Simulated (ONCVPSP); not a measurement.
# Si: excitation energies, all-electron against ONCV

ONCVPSP 4.0.1 input, shortened (lines: element, Z, core and valence counts, functional; n l f; lmax; l rc ep ncon nbas qcut; lloc lpopt rc5 dvloc0; l nproj debl; icmod fcfact rcfact), LDA (Perdew-Zunger), scalar-relativistic:

```
  Si 14.00    1    4        3      upf
    1    0    2.00
    2    0    2.00
    2    1    6.00
    3    0    1.75
    3    1    2.25
    2
    0    0.75    0.00    5    8   14.00
    1    0.95    0.00    4    8   14.00
    2    1.00    0.24    4    9    9.90
    4    5    0.65    0.00
    0    2    1.30
    1    2    3.10
    2    2    0.70
    4    0.40    0.00
```

Energies are relative to the spin-unpolarised reference configuration 2s2 2p6 3s1.75 3p2.25; without spin polarisation the order of configurations can differ from experiment.

(1) Give the all-electron excitation energy and the error of the potential for: 2s2 2p6 3s2 3p2; 2s2 2p6 3s2 3p1; 2s2 2p6 3s2 3p0; 2s2 2p5 3s2 3p2.

Levels in the configuration 2s2 2p6 3s2 3p0:

| level | all-electron (eV) | pseudo (eV) |
| --- | --- | --- |
| 2s | -160.066 | -160.050 |
| 2p | -116.983 | -116.911 |
| 3s | -28.665 | -28.664 |

Results:

(1)

```json
{"valence configuration": "2s2 2p6 3s2 3p2", "charge": "0", "ΔE all-electron (eV)": "-1.685", "error AE − PS (meV)": "0.0"}
{"valence configuration": "2s2 2p6 3s2 3p1", "charge": "+1", "ΔE all-electron (eV)": "6.144", "error AE − PS (meV)": "+0.5"}
{"valence configuration": "2s2 2p6 3s2 3p0", "charge": "+2", "ΔE all-electron (eV)": "22.258", "error AE − PS (meV)": "+2.6"}
{"valence configuration": "2s2 2p5 3s2 3p2", "charge": "+1", "ΔE all-electron (eV)": "108.398", "error AE − PS (meV)": "+493"}
```
